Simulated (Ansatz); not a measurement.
Input file for Ansatz (an electronic-structure program): U-CCSD(T)/def2-SVP on OH (SMILES [OH]).

Ansatz 0.2 input:
```yaml
crystal:
  periodic: [false, false, false]
  atoms:
    - {symbol: O, position_ang: [0.00000000, -0.00000000, 0.48836012]}
    - {symbol: H, position_ang: [-0.00000000, 0.00000000, -0.48836012]}
basis:
  gaussian:
    orbitals: def2-SVP
magnetization: {spin_polarized: true, initial_magnetization: 1}
correlation: {method: ccsd_t, electrons: outside_noble_gas}
scf: {omitted_lower_state_checks: [cluster_reference]}
```

Program output:

```
WARN ansatz: RAYON_NUM_THREADS=4 ignored (pool sized by the plan → 4); use --threads N
Functional definition: HF
these checks for a lower state are left out or cut short: cluster_reference
integrals: 0.00 GiB planned
183 factors; integrals over basis functions are off by at most 1.2e-3 eV
mean field: 0.04 GiB planned
mean field evaluation 1: about -2049.2364 eV, gradient 1.1e1 eV
mean field evaluation 2: about -2049.2365 eV, gradient 1.1e1 eV
mean field evaluation 4: about -2049.6891 eV, gradient 9.7e-1 eV
mean field evaluation 8: about -2049.6941 eV, gradient 2.9e-4 eV
mean field evaluation 16: about -2049.6941 eV, gradient 2.0e-5 eV
mean field -2049.69410512 eV, -75.3248690306 hartree, gradient 8.6e-7 eV, S^2 0.754904; 2 other end points of the search recorded, 0 dependent functions left out
1 core orbitals not correlated
reference -2049.69410512 eV, -75.3248690306 hartree; 4, 3 occupied and 14, 15 virtual orbitals, 183 factors
second order -4.04717330 eV of doubles, -0.00000000 eV of singles
coupled cluster: 0.05 GiB planned
cycle   1  -4.34392780 eV  change   -3.0e-1 eV  update   2.9e-2
cycle   2  -4.43988664 eV  change   -9.6e-2 eV  update   1.0e-2
cycle   3  -4.44983783 eV  change   -1.0e-2 eV  update   3.4e-3
cycle   4  -4.44994678 eV  change   -1.1e-4 eV  update   1.5e-3
cycle   5  -4.45031236 eV  change   -3.7e-4 eV  update   6.0e-4
cycle   6  -4.45046183 eV  change   -1.5e-4 eV  update   1.9e-4
cycle   7  -4.45043819 eV  change    2.4e-5 eV  update   5.8e-5
cycle   8  -4.45043505 eV  change    3.1e-6 eV  update   1.6e-5
cycle   9  -4.45043450 eV  change    5.5e-7 eV  update   3.8e-6
perturbative correction -0.04813175 eV, -0.0017688090 hartree
Total energy: -2054.19267136 eV, -75.4901882908 hartree
Checks for a lower state left out: cluster_reference
```

The calculation finished and met its thresholds.

Cost: roughly 0.27 core-seconds.
